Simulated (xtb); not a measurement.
A run for xtb: GFN2-xTB on FHSeTe (SMILES F[Te][SeH]), a point of a torsion scan.

```
$ xtb mol.xyz --gfn 2 --opt vtight --chrg 0 --uhf 0 --input xcontrol
4

F      2.15681703    -0.74561094     0.15892739
Te     1.11136950     0.89865171    -0.27665882
Se    -1.36016824     0.57943096     0.34558102
H     -2.15372320    -0.00306154    -0.82958877
$constrain
  force constant=1.0
  dihedral: 1,2,3,4,270.0
$end
```

Output:

```
[...]
           -------------------------------------------------
          |                Calculation Setup                |
           -------------------------------------------------



           -------------------------------------------------
          |                 G F N 2 - x T B                 |
           -------------------------------------------------

        Reference                      10.1021/acs.jctc.8b01176
      * Hamiltonian:
        H0-scaling (s, p, d)           1.850000    2.230000    2.230000
        zeta-weighting                 0.500000
      * Dispersion:
        s8                             2.700000
        a1                             0.520000
        a2                             5.000000
        s9                             5.000000
      * Repulsion:
        kExp                           1.500000    1.000000
        rExp                           1.000000
      * Coulomb:
        alpha                          2.000000
        third order                    shell-resolved
        anisotropic                    true
        a3                             3.000000
        a5                             4.000000
        cn-shift                       1.200000
        cn-exp                         4.000000
        max-rad                        5.000000


          ...................................................
          :                      SETUP                      :
          :.................................................:
          :  # basis functions                  25          :
          :  # atomic orbitals                  23          :
          :  # shells                            9          :
          :  # electrons                        20          :
          :  max. iterations                   250          :
          :  Hamiltonian                  GFN2-xTB          :
          :  restarted?                      false          :
          :  GBSA solvation                  false          :
          :  PC potential                    false          :
          :  electronic temp.          300.0000000     K    :
          :  accuracy                    1.0000000          :
          :  -> integral cutoff          0.2500000E+02      :
          :  -> integral neglect         0.1000000E-07      :
          :  -> SCF convergence          0.1000000E-05 Eh   :
          :  -> wf. convergence          0.1000000E-03 e    :
          :  Broyden damping             0.4000000          :
          :  net charge                          0          :
          :  unpaired electrons                  0          :
          ...................................................

 iter      E             dE          RMSdq      gap      omega  full diag
   1    -11.5236431 -0.115236E+02  0.100E+01    2.88       0.0  T
   2    -11.4657507  0.578924E-01  0.120E+01    2.50       1.0  T
   3    -11.5483153 -0.825646E-01  0.554E+00    2.81       1.0  T
   4    -11.5467194  0.159595E-02  0.133E+00    2.92       1.0  T
   5    -11.5474383 -0.718910E-03  0.119E+00    2.85       1.0  T
   6    -11.5484625 -0.102417E-02  0.408E-01    2.90       1.0  T
   7    -11.5485425 -0.800781E-04  0.201E-01    2.89       1.0  T
   8    -11.5485547 -0.121416E-04  0.766E-02    2.88       1.0  T
   9    -11.5485565 -0.181139E-05  0.271E-02    2.88       1.8  T
  10    -11.5485573 -0.790975E-06  0.221E-03    2.88      22.6  T
  11    -11.5485573  0.821856E-09  0.178E-03    2.88      28.2  T
  12    -11.5485573 -0.183343E-08  0.520E-04    2.88      96.1  T
  13    -11.5485573 -0.116053E-09  0.237E-04    2.88     210.9  T

   *** convergence criteria satisfied after 13 iterations ***

         #    Occupation            Energy/Eh            Energy/eV
      -------------------------------------------------------------
         1        2.0000           -0.8776850             -23.8830
       ...           ...                  ...                  ...
         4        2.0000           -0.5210324             -14.1780
         5        2.0000           -0.5057813             -13.7630
         6        2.0000           -0.5031571             -13.6916
         7        2.0000           -0.4920110             -13.3883
         8        2.0000           -0.4502273             -12.2513
         9        2.0000           -0.4109108             -11.1815
        10        2.0000           -0.4039259             -10.9914 (HOMO)
        11                         -0.2980045              -8.1091 (LUMO)
        12                         -0.2685285              -7.3070
        13                         -0.2220089              -6.0412
        14                         -0.0338447              -0.9210
        15                         -0.0263275              -0.7164
       ...                                ...                  ...
        23                          0.8069673              21.9587
      -------------------------------------------------------------
                  HL-Ga
[...]
   -0.5063832             -13.7794
         6        2.0000           -0.4981170             -13.5545
         7        2.0000           -0.4922320             -13.3943
         8        2.0000           -0.4574892             -12.4489
         9        2.0000           -0.4138146             -11.2605
        10        2.0000           -0.4015971             -10.9280 (HOMO)
        11                         -0.2831806              -7.7057 (LUMO)
        12                         -0.2539403              -6.9101
        13                         -0.2002773              -5.4498
        14                         -0.0353410              -0.9617
        15                         -0.0180237              -0.4904
       ...                                ...                  ...
        23                          1.0285638              27.9886
      -------------------------------------------------------------
                  HL-Gap            0.1184165 Eh            3.2223 eV
             Fermi-level           -0.3423889 Eh           -9.3169 eV

 SCC (total)                   0 d,  0 h,  0 min,  0.001 sec
 SCC setup                      ...        0 min,  0.000 sec (  2.307%)
 Dispersion                     ...        0 min,  0.000 sec (  0.425%)
 classical contributions        ...        0 min,  0.000 sec (  0.566%)
 integral evaluation            ...        0 min,  0.000 sec ( 32.437%)
 iterations                     ...        0 min,  0.000 sec ( 19.347%)
 molecular gradient             ...        0 min,  0.001 sec ( 41.615%)
 printout                       ...        0 min,  0.000 sec (  2.957%)

         :::::::::::::::::::::::::::::::::::::::::::::::::::::
         ::                     SUMMARY                     ::
         :::::::::::::::::::::::::::::::::::::::::::::::::::::
         :: total energy             -11.552045129913 Eh    ::
         :: gradient norm              0.000042387139 Eh/a0 ::
         :: HOMO-LUMO gap              3.222278032873 eV    ::
         ::.................................................::
         :: SCC energy               -11.563576928598 Eh    ::
         :: -> isotropic ES            0.019633421427 Eh    ::
         :: -> anisotropic ES         -0.000897248264 Eh    ::
         :: -> anisotropic XC         -0.002375880049 Eh    ::
         :: -> dispersion             -0.002452441182 Eh    ::
         :: repulsion energy           0.011531547095 Eh    ::
         :: add. restraining           0.000000251590 Eh    ::
         :: total charge               0.000000000000 e     ::
         :::::::::::::::::::::::::::::::::::::::::::::::::::::

           -------------------------------------------------
          |                Property Printout                |
           -------------------------------------------------

    * Orbital Energies and Occupations

         #    Occupation            Energy/Eh            Energy/eV
      -------------------------------------------------------------
         1        2.0000           -0.8756771             -23.8284
         2        2.0000           -0.7831985             -21.3119
         3        2.0000           -0.7667447             -20.8642
         4        2.0000           -0.5153916             -14.0245
         5        2.0000           -0.5063832             -13.7794
         6        2.0000           -0.4981170             -13.5545
         7        2.0000           -0.4922320             -13.3943
         8        2.0000           -0.4574892             -12.4489
         9        2.0000           -0.4138146             -11.2605
        10        2.0000           -0.4015971             -10.9280 (HOMO)
        11                         -0.2831806              -7.7057 (LUMO)
        12                         -0.2539403              -6.9101
        13                         -0.2002773              -5.4498
        14                         -0.0353410              -0.9617
        15                         -0.0180237              -0.4904
        16                         -0.0077040              -0.2096
        17                          0.0173526               0.4722
        18                          0.0636468               1.7319
        19                          0.1021802               2.7805
        20                          0.1549312               4.2159
        21                          0.2573297               7.0023
       ...                                ...                  ...
        23                          1.0285638              27.9886
      -------------------------------------------------------------
                  HL-Gap            0.1184165 Eh            3.2223 eV
             Fermi-level           -0.3423889 Eh           -9.3169 eV

     #   Z          covCN         q      C6AA      α(0)
     1   9 F        0.715    -0.253    11.805     4.057
     2  52 Te       1.620     0.198   406.584    37.298
     3  34 Se       1.829    -0.090   238.711    26.923
     4   1 H        0.923     0.145     1.429     1.869

 Mol. C6AA /au·bohr⁶  :       1599.990280
 Mol. C8AA /au·bohr⁸  :     122997.890023
 Mol. α(0) /au        :         70.146561


Wiberg/Mayer (AO) data.
largest (>0.10) Wiberg bond orders for each atom

 ---------------------------------------------------------------------------
     #   Z sym  total        # sym  WBO       # sym  WBO       # sym  WBO
Note: The following floating-point exceptions are signalling: IEEE_DENORMAL
normal termination of xtb
 ---------------------------------------------------------------------------
     1   9 F    1.193 --     2 Te   1.131
     2  52 Te   2.534 --     3 Se   1.363     1 F    1.131
     3  34 Se   2.363 --     2 Te   1.363     4 H    0.938
     4   1 H    0.979 --     3 Se   0.938
 ---------------------------------------------------------------------------

Topologies differ in total number of bonds
Writing topology from bond orders to xtbtopo.mol

molecular dipole:
                 x           y           z       tot (Debye)
 q only:       -0.779       0.645      -0.488
   full:       -0.261       1.045      -0.752       3.338
molecular quadrupole (traceless):
                xx          xy          yy          xz          yz          zz
 q only:       -1.289       3.354       0.450       0.670      -0.318       0.838
  q+dip:       -4.782       5.573       2.591       1.291      -0.780       2.191
   full:       -3.554       5.626       2.522       1.024      -1.284       1.031

           -------------------------------------------------
          |                Geometry Summary                 |
           -------------------------------------------------

      molecular mass/u    :      226.5688589
   center of mass at/Å    :        0.2771712       0.6850155      -0.0457637
  moments of inertia/u·Å² :        0.6461359E+02   0.3277952E+03   0.3883240E+03
rotational constants/cm⁻¹ :        0.2608992E+00   0.5142734E-01   0.4341125E-01

 * 2 selected distances

     #   Z          #   Z                                           value/Å
     2  52 Te       3  34 Se                                      2.4413900 (max)
     3  34 Se       4   1 H                                       1.4577535 (min)

 * 2 distinct bonds (by element types)

   Z      Z             #   av. dist./Å        max./Å        min./Å
   1 H   34 Se          1     1.4577535     1.4577535     1.4577535
  34 Se  52 Te          1     2.4413900     2.4413900     2.4413900


optimized geometry written to: xtbopt.xyz


           -------------------------------------------------
          | TOTAL ENERGY              -11.552045129913 Eh   |
          | GRADIENT NORM               0.000042387139 Eh/α |
          | HOMO-LUMO GAP               3.222278032873 eV   |
           -------------------------------------------------

------------------------------------------------------------------------
------------------------------------------------------------------------
 total:
 SCF:
 ANC optimizer:
```

The run finished.

Warnings raised: the energy holds the restraint's term.

Cost: about 0.04 core-seconds (a rough figure).
